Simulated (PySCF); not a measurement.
Ga(H)(Cl)2, SMILES [Cl][GaH][Cl] (CAM-B3LYP/def2-SVP optimised geometry):

```
4

Ga    -0.607     0.310     0.000
H     -1.430     1.615     0.000
Cl    -1.526    -1.615    -0.001
Cl     1.526     0.310     0.000
```

Calculation: CAM-B3LYP/def2-TZVP run with PySCF.

Question: What are the frontier orbital energies and the dipole moment?

Answer: HOMO-2 -10.74 eV, HOMO-1 -10.53 eV, HOMO -10.52 eV, LUMO -0.84 eV, LUMO+1 0.02 eV; dipole moment 1.76 D.

Meta-Löwdin charges at CAM-B3LYP/def2-TZVP: Ga1 0.60, H2 -0.05, Cl3 -0.28, Cl4 -0.28.
